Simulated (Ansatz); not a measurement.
A nudged elastic band was laid between two geometries of CH5Al2F (9 atoms, charge 0, multiplicity 1).

All numbers below come from RKS PBE0-D4/6-31G* (Ansatz 0.2.0).

```
movable images  : 5
climbing image  : yes
spring          : 5.0 eV/Å²
optimiser       : quadratic models (default)
start path      : IDPP
force threshold : 0.05 eV/Å
iteration limit : 60
end points      : relaxed
```

Initial state:

```xyz
9
Properties=species:S:1:pos:R:3
C -0.325 0.915 -1.484
Al -0.159 -0.718 -0.397
Al 0.480 -0.640 2.117
F 2.092 -0.685 2.538
H -0.686 0.710 -2.498
H -1.007 1.641 -1.022
H 0.645 1.423 -1.571
H -0.450 -2.140 -1.084
H -0.501 -0.553 3.384
```

Final state:

```xyz
9
Properties=species:S:1:pos:R:3
C 0.031 0.788 -1.583
Al -0.803 -0.236 -0.128
Al 0.488 -0.834 2.056
F 2.090 -0.395 2.200
H 0.868 0.222 -2.016
H -0.664 1.029 -2.395
H 0.465 1.726 -1.214
H -2.320 -0.740 -0.282
H -0.066 -1.606 3.345
```

(1) What changes between the two ends?

(2) Give the energies along the band, and the barrier.

Answers

(1) No bond is made or broken. The dihedral H6–C1–Al2–Al3 goes from -53 to -175°.

(2) The forces met the threshold. The highest image is number 6 of 0 to 6, 0.9 kcal/mol above the first end and 0.0 kcal/mol above the last; the last end lies 0.9 kcal/mol above the first. The highest image is an end point: on this band no image between the ends rises above it. A vibrational analysis next to that end finds imaginary modes (45i cm⁻¹), so it isn't a minimum.

```json
{"image": "0", "path coordinate (Å)": "0.00", "energy (kcal/mol)": "0.0", "dihedral H6–C1–Al2–Al3 (°)": "-53"}
{"image": "1", "path coordinate (Å)": "0.68", "energy (kcal/mol)": "0.0", "dihedral H6–C1–Al2–Al3 (°)": "-77"}
{"image": "2", "path coordinate (Å)": "1.35", "energy (kcal/mol)": "0.2", "dihedral H6–C1–Al2–Al3 (°)": "-101"}
{"image": "3", "path coordinate (Å)": "2.03", "energy (kcal/mol)": "0.3", "dihedral H6–C1–Al2–Al3 (°)": "-126"}
{"image": "4", "path coordinate (Å)": "2.71", "energy (kcal/mol)": "0.6", "dihedral H6–C1–Al2–Al3 (°)": "-148"}
{"image": "5", "path coordinate (Å)": "3.38", "energy (kcal/mol)": "0.8", "dihedral H6–C1–Al2–Al3 (°)": "-165"}
{"image": "6", "path coordinate (Å)": "3.78", "energy (kcal/mol)": "0.9", "dihedral H6–C1–Al2–Al3 (°)": "-175"}
```

The run took 3.5 min on 1 thread of Intel(R) Xeon(R) Processor @ 2.50GHz (Skylake/Cascade Lake), with other jobs on the host, peak memory 0.16 GiB.
